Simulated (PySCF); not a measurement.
BrHSeZn.

```xyz
4

Zn    -0.0081     0.0153     0.0000
Br     0.0038     2.2702     0.0000
Se    -0.0390    -2.2825     0.0000
H      1.4392    -2.3116     0.0000
```
Charge 0, spin multiplicity 1.

Coordinates come from a B3LYP-D3(BJ)/def2-SVP optimisation. The structure was generated by enumeration; whether it is a known compound was not checked. Other conformers were not sampled.

Calculation: KT2/pcSseg-1 (PySCF). Non-relativistic, no solvent.

Computed absolute GIAO shielding of each atom: isotropic value and principal components (ppm):
```csv
atom,σ(iso),σ11,σ22,σ33,span
Zn1,1639.8,1216.0,1223.3,2480.2,1264.1
Br2,2671.1,2424.6,2465.4,3123.4,698.9
Se3,2233.2,2115.3,2173.0,2411.3,296.0
H4,31.1,20.6,26.6,46.1,25.5
```
